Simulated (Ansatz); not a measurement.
How methods differ on GeH4 (SMILES [H][Ge]([H])([H])[H])

The species is GeH4 (5 atoms), meant as a singlet with charge 0. SMILES: `[H][Ge]([H])([H])[H]`. The shape comes from GFN2-xTB, which is rough for such elements, and wasn't checked as a minimum.

```csv
atom,x (Å),y (Å),z (Å)
Ge,0.0001,0.0004,-0.0002
H,0.0115,-0.0181,1.4819
H,1.3949,0.0100,-0.5035
H,-0.7076,1.2140,-0.4736
H,-0.6989,-1.2063,-0.5046
```

Each level gives the energy change with the Ge1–H4 bond stretched from 1.482 to 2.224 Å (eV). The values are calculated.

```
                        level                    kind  program  value (eV)  less FCI/STO-3G
    SVWN5/STO-3G (restricted)                     LDA   Ansatz        3.06            +0.40
     BLYP/STO-3G (restricted)                     GGA   Ansatz        2.88            +0.22
   r2SCAN/STO-3G (restricted)                meta-GGA   Ansatz        3.09            +0.43
     PBE0/STO-3G (restricted)           global hybrid   Ansatz        3.13            +0.47
CAM-B3LYP/STO-3G (restricted)  range-separated hybrid   Ansatz        3.25            +0.59
  wB97M-V/STO-3G (restricted)  range-separated hybrid   Ansatz        3.23            +0.57
  RPA@PBE/STO-3G (restricted)                     RPA   Ansatz        2.68            +0.02
      MP2/STO-3G (restricted)     perturbation theory   Ansatz        3.14            +0.48
   CCSDTQ/STO-3G (restricted)   coupled cluster or CI   Ansatz        2.66             0.00
                   FCI/STO-3G      exact in the basis   Ansatz        2.66             0.00
```

FCI/STO-3G is exact within its basis and frozen core, so for wave-function methods in that basis the difference is their error; functionals converge differently with the basis, so for them it is only a difference. All-electron rows without a relativistic Hamiltonian named are non-relativistic. The first shape isn't each level's own minimum. The values span 2.66 to 3.25 eV. All rows use very small basis sets, so even the best lies far from the true value. In the correlated wave-function rows the outer d shell of Ge is correlated, in sets not made for it.
